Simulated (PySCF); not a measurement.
Adding and removing an electron: GaH

PBE0; basis Ga def2-TZVPPD, H def2-TZVPPD; no relativity; PySCF 2.14. Neutral (UKS): singlet (closed shell), Re = 1.681 Å, ωe = 1591 cm⁻¹, De = 2.86 eV, HOMO -5.94 eV, LUMO -1.71 eV.

GaH⁺ (UKS): doublet (σ ↑), Re = 1.662 Å, ωe = 1339 cm⁻¹, De = 0.53 eV to Ga⁺ + H. The energies at the minima are -1925.15861 hartree for GaH and -1924.85248 for GaH⁺.

Work out the adiabatic ionisation energy, without and with harmonic zero-point energies (1 hartree = 27.2114 eV, 1 eV = 8065.5 cm⁻¹), and the change of the bond length.

At PBE0: 0.30613 hartree = 8.330 eV between the minima; the zero-point term (1339.0 − 1591.0)/2 cm⁻¹ = -0.016 eV makes it 8.315 eV. Re changes by -1.9 pm against the neutral. Minus the HOMO energy is 5.94 eV, -2.39 eV from the value between the minima; self-interaction puts the Kohn–Sham level too high, less so with exact exchange. The electron leaves a σ orbital, and the shorter bond of the ion fits an antibonding orbital, or a change in how ionic the bond is.

Spin–orbit coupling is left out. For an ion De counts to the pair picked by the measured ionisation energies or electron affinities, which need not be the lowest pair at this level. States were picked by a PBE0 search and need not be the measured ground states.
